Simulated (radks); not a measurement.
The numbers below are computed, except where a source is named.
All-electron atom: Au XII in [Xe] 4f14.

Code: a radial shooting solver on a logarithmic mesh with Libxc functionals. Model: scalar-relativistic Kohn-Sham, LDA (Slater exchange, VWN5 correlation), spin-polarised, spherical densities, finite nucleus; Fermi nuclear charge, rms radius 5.4371 fm.

Energy parts (hartree):
part                       energy
total                 -18963.8291
kinetic                21205.0006
electron-nucleus      -46687.3038
Hartree                 6863.0334
exchange-correlation    -344.5594

Orbitals (lengths in bohr, moments of r in powers of bohr):
orbital  occ.  eigenvalue (hartree)  <1/r>
1s          2             -2972.182  95.62
2s          2             -530.5914  22.43
2p          6             -460.0575  19.97
3s          2             -130.7692  8.315
3p          6             -110.2992  7.591
3d         10             -88.36220  7.147
4s          2             -33.99158  3.570
4p          6             -27.26591  3.225
4d         10             -19.17693  2.894
4f         14             -10.17042  2.489
5s          2             -10.86677  1.532
5p          6              -8.90559  1.354

The highest occupied level is 5p at -242.33 eV. The density falls to 0.001 e/bohr^3 at r = 2.17 bohr. For comparison, the ionisation energy in NIST's Atomic Spectra Database is 248 eV (semi-empirical). In exact Kohn-Sham theory the highest level is minus the ionisation energy, but local and semilocal functionals leave it too shallow, through self-interaction and a potential that decays too fast; potentials with the right tail come closer.
